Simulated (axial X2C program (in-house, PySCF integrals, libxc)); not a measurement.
Spectroscopic constants of YS

Computed with an axial X2C code built on PySCF integrals. Spin-free means the one-electron spin-free X2C Hamiltonian; two-component (2c) means X2C with spin–orbit coupling and atomic mean-field two-electron Coulomb and Gaunt terms, so the difference of the two also holds small scalar two-electron terms. Basis: Y dyall-v3z [11s12p9d4f2g], S dyall-v3z [8s7p2d1f] (cores contracted in-house); Gaussian nuclei, density fitting, unrestricted open shells. Masses: Y 88.906 u, S 31.972 u.

The run was started with this input:
```json
{"zs": [39, 16], "q": 0, "bas": ["dyall-v3z", "dyall-v3z"], "levels": ["PBE0", "HF", "M06", "TPSSh"], "cc": false, "r0": 2.24, "npts": 10, "nst": 2, "ntry": 6}
```
```bash
python so2c.py task.json out
```

Keys: zs atomic numbers; q charge; bas basis sets; levels methods; cc coupled cluster on or off; r0 starting distance in Å; npts points on the curve; nst determinants followed; ntry starts of the search. HF also brings MP2.

State, spin-free: M_S = 1/2, Λ = 0 (beyond evenly filled blocks: σα); electrons by block: σα: 14, σβ: 13, π+α: 6, π+β: 6, π-α: 6, π-β: 6, δ+α: 1, δ+β: 1, δ-α: 1, δ-β: 1. Fragments: Y + S.

State, 2c: Ω = 1/2 (⟨Sz⟩ = 0.50, ⟨Lz⟩ = 0.00 at PBE0); electrons by block: 1/2: 20, -1/2: 19, 3/2: 7, -3/2: 7, 5/2: 1, -5/2: 1. Fragments: Y + S.

| Hamiltonian | level | Re (Å) | ωe (cm⁻¹) | ωexe (cm⁻¹) | αe (cm⁻¹) | De (eV) | k (mdyn/Å) | μ (D) |
| --- | --- | --- | --- | --- | --- | --- | --- | --- |
| spin-free | PBE0 | 2.265 | 502.9 | 1.07 | 0.000415 | 5.53 | 3.5 | -6.29 |
| spin-free | HF | 2.298 | 508.1 | 0.904 | 0.000353 | 3.54 | 3.58 | -7.23 |
| spin-free | MP2 | 2.279 | 495.8 | 1.02 | 0.000403 | 5.42 | 3.41 | n/a |
| spin-free | TPSSh | 2.277 | 491.6 | 1.09 | 0.000423 | 5.62 | 3.35 | -6.11 |
| 2c | PBE0 | 2.265 | 502.9 | 1.07 | 0.000415 | n/a | 3.5 | -6.29 |
| 2c | HF | 2.298 | 508.1 | 0.905 | 0.000353 | n/a | 3.58 | -7.23 |
| 2c | MP2 | 2.279 | 495.8 | 1.02 | 0.000403 | n/a | 3.41 | n/a |
| 2c | TPSSh | 2.277 | 491.6 | 1.09 | 0.000423 | n/a | 3.35 | -6.11 |

Correlated methods: 17 electrons correlated (number of frozen shells: Y 3 s, 2 p, 1 d; S 2 s, 1 p), 263 virtual spin orbitals or spinors in MP2.

Dipoles are positive if S is the positive end.

Occupations by symmetry block were frozen at the best pattern of an incomplete PBE0 search. Dissociation energies refer to the lowest single-determinant-based atoms at the same level and basis. De is not given where an atomic determinant may have missed its ground term or J level, or where the truncated virtual space spoils (T). Density functionals use the spin component along the axis (collinear). The functionals have no current-density term, which raises determinants with orbital currents, atoms included.

No reliable constants came from M06 (2c), M06 (spin-free): no minimum in range, unconverged points, a curve that is not smooth, a change of character along it, or the two Hamiltonians disagreeing along it.

Rough cost a point (2c) on 1 thread(s) of a shared host, integrals apart: PBE0 1.4 s, HF 1.2 s, TPSSh 2.1 s.

The whole task took 4.2 min on 1 thread of Arm Neoverse N1, with other jobs on the host.
